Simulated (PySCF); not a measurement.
C₃H₆F₂Ge.
Numbering: `[F:1][C@@H:2]1[CH2:3][GeH2:4][C@H:5]1[F:6]` (hydrogens: H7 on C2; H8, H9 on C3; H10, H11 on Ge4; H12 on C5)

Computed by this run: PySCF 2.14.0, PBE0-D3(BJ)/def2-SVP geometry optimisation, gas phase; density fitting, grid level 1; the optimiser is geomeTRIC in internal coordinates, started from a GFN2-xTB structure with every atom displaced at random (about 0.01 Å).

The end geometry, which sets the zero of energy:
```
atom  x, y, z in Å
F1     -0.8306    0.5718    1.7152
C2     -0.8552    0.5571    0.3348
C3     -0.8133   -0.8973   -0.1428
Ge4     1.1695   -0.8017   -0.0873
C5      0.5116    1.0920   -0.1299
F6      0.4285    1.5291   -1.4328
H7     -1.7139    1.1644   -0.0053
H8     -1.1539   -0.9827   -1.1854
H9     -1.3829   -1.5925    0.4878
H10     1.9533   -1.2799   -1.3200
H11     1.8305   -1.2710    1.2171
H12     0.9037    1.8966    0.5106
```

**Question.** These geometries come from the run, each turned onto the end geometry. Order them by energy, lowest first.
A.
```
atom  x, y, z in Å
F1     -0.8408    0.5715    1.7158
C2     -0.8572    0.5618    0.3353
C3     -0.8145   -0.8935   -0.1404
Ge4     1.1695   -0.8029   -0.0695
C5      0.5132    1.0912   -0.1166
F6      0.4373    1.4853   -1.4383
H7     -1.7092    1.1719   -0.0119
H8     -1.1444   -0.9902   -1.1836
H9     -1.3864   -1.5832    0.4950
H10     1.9437   -1.2270   -1.3245
H11     1.8423   -1.3220    1.2061
H12     0.8939    1.9232    0.4945
```
B.
```
atom  x, y, z in Å
F1     -0.8809    0.6043    1.7084
C2     -0.8570    0.5728    0.3352
C3     -0.8440   -0.8839   -0.1323
Ge4     1.1425   -0.8483   -0.0584
C5      0.5258    1.0660   -0.1036
F6      0.4731    1.4185   -1.4407
H7     -1.7540    1.1409   -0.0053
H8     -1.1735   -0.9721   -1.1874
H9     -1.4092   -1.5744    0.4980
H10     1.9780   -1.1191   -1.3494
H11     1.9039   -1.3185    1.2149
H12     0.9427    1.8997    0.4824
```
C.
```
atom  x, y, z in Å
F1     -0.8535    0.5844    1.7194
C2     -0.8580    0.5677    0.3386
C3     -0.8257   -0.8887   -0.1377
Ge4     1.1584   -0.8238   -0.0630
C5      0.5156    1.0804   -0.1111
F6      0.4499    1.4541   -1.4417
H7     -1.7219    1.1629   -0.0138
H8     -1.1496   -0.9839   -1.1848
H9     -1.3974   -1.5794    0.4959
H10     1.9564   -1.1768   -1.3310
H11     1.8651   -1.3269    1.2046
H12     0.9080    1.9161    0.4865
```

**Answer.** A (0.005 eV), C (0.018 eV), B (0.085 eV).

In the order of the answer:

```csv
step,E above end (eV),largest force (eV/Å),rms force component (eV/Å),rms distance from end (Å),rms bond change (Å),bond most changed (Å)
3,0.005,0.12,0.037,0.029,0.002,C5–F6 +0.005
2,0.018,0.34,0.087,0.046,0.003,C5–F6 +0.007
1,0.085,0.76,0.255,0.074,0.011,Ge4–H10 +0.024
```

What follows is the cost of the whole optimisation. The run took 59 s of wall time on Arm Neoverse V2, one thread, shared host with 32 logical CPUs at a one-minute load of 26, and the process peaked at 0.52 GiB of memory.
